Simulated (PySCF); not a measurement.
H3BN, doublet, geometry from GFN2-xTB, with bond 3-1 at 1.6 times its length. Base run: PySCF with B3LYP/cc-pVDZ.

Geometry (Å):
```xyz
5

B     -0.6559     0.1420     0.0166
N      0.6050    -0.1941    -0.0195
H     -2.0476    -1.1281    -0.0524
H     -1.0056     1.2740     0.0956
H      1.5754     0.0267    -0.0155
```
Charge 0, spin multiplicity 2.
Orbitals are unrestricted.
All else is at PySCF's defaults.
Base energy -81.29524 Eh.

The base run was repeated with changes; each row names its change, and settings that it needs were set with it.

| change | ΔE vs base (µEh) | SCF cycles | <S^2> |
|---|---|---|---|
| base | 0.0 | 11 | 0.791 |
| solver = newton; init_guess = 1e | 0.0 | - | 0.791 |
| conv_tol = 1e-11 | 0.0 | 13 | 0.791 |
| diis_space = 20 | 0.0 | 11 | 0.791 |
| DIIS = ADIIS | 0.0 | 21 | 0.791 |
| init_guess = vsap | 0.0 | 14 | 0.791 |
| conv_tol = 1e-12 | 0.0 | 15 | 0.791 |
| conv_tol_grad = 1e-7 | 0.0 | 15 | 0.791 |
| init_guess = huckel | 0.0 | 13 | 0.791 |
| init_guess = 1e | 0.0 | 22 | 0.791 |
| diis_space = 2 | 0.0 | 19 | 0.791 |
| solver = newton | 0.0 | - | 0.791 |
| level_shift = 1.0 (with mf.max_cycle = 100) | 0.0 | 44 | 0.791 |

Open shells are given as the SCF converged; they aren't shown to be the lowest states, and a large step between rows can be another state.
